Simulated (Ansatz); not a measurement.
(CsI)n off: PBE-D4/def2-TZVP single points in Ansatz on relaxed structures, gas phase. Each cluster is the lowest isomer that a short search found in that spin, judged at the geometry's level, and lower ones may exist. Core potentials for Cs, I, no spin–orbit coupling. HOMO and LUMO are taken over both spins. Binding counts from free atoms in the multiplicity of their measured ground term, without zero-point energy. The structures are stationary points that may keep the symmetry of their start. Remarks come from the PBE and PBE0 runs and from stability tests at other levels; not every state was tested. HOMO above LUMO (over both spins in singlets and doublets, within one spin in higher multiplets; at PBE or PBE0), or a gap under 0.15 eV within one spin, warns that the state may not be the lowest or that an electron is smeared out.

**Question.** Estimate the order by HOMO (eV), lowest first.
A. Cs3I4 (doublet)
B. Cs3I2 (doublet)
C. Cs2I (doublet)

**Answer.** A (-4.60), C (-2.20), B (-1.95).

In full:

| species | atoms | state | geometry | HOMO (eV) | LUMO (eV) | gap (eV) | binding per atom (eV) | lowest of the spins relaxed | point group (within 0.1 Å) | remarks |
| --- | --- | --- | --- | --- | --- | --- | --- | --- | --- | --- |
| Cs2I | 3 | doublet | PBE-D4/def2-TZVP | -2.20 | -1.71 | 0.50 | 1.42 | doublet, of doublet/quartet | C2v | – |
| Cs3I2 | 5 | doublet | PBE-D4/def2-SVP | -1.95 | -1.63 | 0.32 | 1.82 | – | D3h | – |
| Cs3I4 | 7 | doublet | PBE0-D4/def2-SVP | -4.60 | -4.53 | 0.07 | 2.09 | – | – | near-degenerate levels, gap within one spin near zero |

The gap (eV) runs from 0.07 (Cs3I4) to 0.50 (Cs2I). The binding per atom (eV) runs from 1.42 (Cs2I) to 2.09 (Cs3I4).
